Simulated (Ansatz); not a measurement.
C3H7S (SMILES [CH2]SCC) moved off its minimum; all values from Ansatz (an electronic-structure program), cores frozen in correlated methods. Open shells are unrestricted.
(charge 0, multiplicity 2)
```xyz
11

C      1.64059    -0.40956     0.38037
S      0.65667     0.00335    -0.85722
C     -0.85854     0.69771     0.13670
C     -1.62203    -0.39688     0.87076
H      2.44914    -0.94279     0.16149
H      1.41420     0.00813     1.40276
H     -0.47629     1.58037     0.84778
H     -1.49809     1.22267    -0.66384
H     -1.07241    -0.96362     1.60291
H     -2.51576     0.07657     1.34915
H     -1.99229    -1.04207     0.12945
```

Task: Give the forces (eV/Å), the total energy and the dipole at CCSD(T)/aug-cc-pV(D+d)Z.

Result: 
```csv
atom,Fx,Fy,Fz
C1,-2.562,2.230,3.948
S2,-3.048,1.442,-1.426
C3,1.309,2.109,-0.353
C4,-0.683,1.879,0.426
H5,3.989,-2.542,-0.716
H6,0.527,-0.526,-0.850
H7,-0.452,-1.792,-1.291
H8,0.654,-0.778,0.912
H9,0.683,-0.251,0.581
H10,0.335,-0.203,0.069
H11,-0.752,-1.569,-1.300
```
Energy -515.8131 hartree, dipole 1.57 D.
